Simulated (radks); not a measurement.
All-electron atom: Ti2+ in [Ar] 3d2 (the NIST ground configuration). Calculated with a radial shooting solver on a logarithmic mesh with Libxc functionals: non-relativistic Kohn-Sham, revPBE, spin-polarised, spherical densities, point nucleus; open shells are filled with parallel spins first. Some entries of the table are withheld. Estimate them.

orbital,occ.,eigenvalue (Ry),<r> (bohr),<1/r> (bohr^-1)
1s down,1,-356.6963,0.07016,21.53
1s up,1,-356.6951,0.07016,21.53
2s up,1,-40.19743,0.3276,4.493
2s down,1,-40.15349,0.3273,4.497
2p up,3,-33.75349,(1),4.428
2p down,3,-33.72033,(2),4.432
3s up,1,-5.76629,1.014,1.382
3s down,1,-5.62466,1.014,1.381
3p up,3,-4.07020,1.085,1.260
3p down,3,-3.92867,1.086,1.259
3d up,2,-1.50269,1.412,0.9329
3d down,0,-1.36958,1.442,0.9207

Answer. 
(1) 2p up <r> (bohr): 0.2909
(2) 2p down <r> (bohr): 0.2906
